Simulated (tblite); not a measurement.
C₆H₁₄NP₂ (charge -1).
Cartesian coordinates in Å at the GFN2-xTB level; atoms count from 1:
```xyz
23
C6H14NP2 angstrom
P      4.115   -0.991   -0.131
C      2.427   -0.708    0.596
C      1.968    0.741    0.613
P      0.230    0.854    1.278
N     -0.510    0.071   -0.120
C     -1.371   -1.055    0.150
C     -2.780   -0.469    0.323
C     -2.778    0.729   -0.635
C     -1.288    0.903   -1.014
H      3.917   -0.145   -1.219
H      4.746    0.024    0.586
H      1.723   -1.304    0.004
H      2.431   -1.126    1.609
H      2.602    1.344    1.271
H      2.019    1.161   -0.399
H     -1.023   -1.598    1.029
H     -1.355   -1.730   -0.724
H     -2.887   -0.127    1.352
H     -3.568   -1.192    0.101
H     -3.159    1.625   -0.145
H     -3.385    0.538   -1.523
H     -0.952    1.937   -0.947
H     -1.128    0.547   -2.046
```

Level: GFN2-xTB in tblite, geometry and Hessian alike; calculated harmonic values, unscaled, isolated species. This tight-binding method is rough: wavenumbers can miss measured ones by several per cent, in bad cases by 10 to 20. Modes of hydrogen on phosphorus can be 10 to 20 % off. One conformer, not necessarily the lowest.

Harmonic wavenumbers (cm⁻¹): 27.8, 39.2, 52.2, 80.2, 98.3, 164.1, 199.7, 216.7, 290.8, 324.8, 347.6, 555.3, 615.7, 646.9, 660.2, 686.8, 702.5, 766.0, 819.5, 836.9, 870.8, 915.0, 950.2, 962.3, 979.2, 996.0, 1011.3, 1067.9, 1085.9, 1088.9, 1141.7, 1144.9, 1155.4, 1169.4, 1186.6, 1210.3, 1232.7, 1238.5, 1245.1, 1285.2, 1288.5, 1305.4, 1312.5, 1437.9, 1447.3, 1464.8, 1475.1, 1477.8, 1501.0, 2236.3, 2311.4, 2794.3, 2804.8, 2867.8, 2907.9, 2925.3, 2927.5, 2939.8, 2956.2, 2982.0, 2987.0, 2992.7, 3000.0.

A = 2719, B = 488.6, C = 470.6 MHz; mass 162.060 u (most abundant isotopes); point group C1, symmetry number 1.

**Question.** Zero-point energy?

**Answer.** Half the sum of the wavenumbers: 41206 cm⁻¹ = 117.81 kcal/mol.

**Question.** What is S at 500 K and 1 bar for an ideal gas of classical rigid rotors and harmonic oscillators?

**Answer.** Translation 43.75, rotation 32.16, vibration 62.31: S = 138.2 cal/(mol K).

**Question.** And Cp and H(500 K) − H(0)?

**Answer.** Cp = 66.51 cal/(mol K), of which vibrations give 58.56 (their classical limit is 63 R = 125.2); H(500 K) − H(0) = 18.94 kcal/mol without the zero-point energy, 14.97 from vibrations.

**Question.** Which modes carry the vibrational entropy at 500 K?

**Answer.** 27.8 cm⁻¹: 7.01; 39.2 cm⁻¹: 6.32; 52.2 cm⁻¹: 5.76; 80.2 cm⁻¹: 4.91; 98.3 cm⁻¹: 4.50; 164.1 cm⁻¹: 3.50 cal/(mol K); the other 57 give 30.31 together.

**Question.** Blend soft modes into free rotors: weight 1/[1 + (100 cm⁻¹/ν̃)⁴] for the oscillator and the rest for a rotor with moment μB/(μ + B), μ = h/(8π²ν), B = 10⁻⁴⁴ kg m². What vibrational entropy results?

**Answer.** 54.73 cal/(mol K) in place of 62.31, which changes −T·S at 500 K by +3.79 kcal/mol.

Hindered rotation and anharmonicity are outside this model. Other conformers, if any are populated, would add a mixing term that is left out. The structure is chiral; the term R ln 2 for an equal mix with its mirror image is left out.
